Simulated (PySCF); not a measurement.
All values below come from PBE0-D4/def2-TZVP // PBE0-D4/def2-SVP run with PySCF 2.14.0. All species are isolated molecules in the gas phase. One relaxed conformer stands for a flexible species; it need not be the lowest. Excitations are Tamm–Dancoff values on a coarser integration grid. The basis has no diffuse functions, so Rydberg states are missing or too high.

Reference species (SMILES): `[O](C)[Sn]([OH])([O]C)[O]C` (neutral, multiplicity 1).

The T1 excitation (TDA) is 4.41 eV. The S1 oscillator strength is 0.004.

Changed species: `C[O][Sn]([OH])([OH])[O]C` (2 of 4 OH replaced by OCH3; the reference has 3 of 4 OH replaced by OCH3).

Problem. What does the change do to the T1 excitation (TDA) and S1 oscillator strength?

Solution. the T1 excitation (TDA) increases by 0.04 eV, to 4.45 eV; the S1 oscillator strength increases by 0.012, to 0.016.
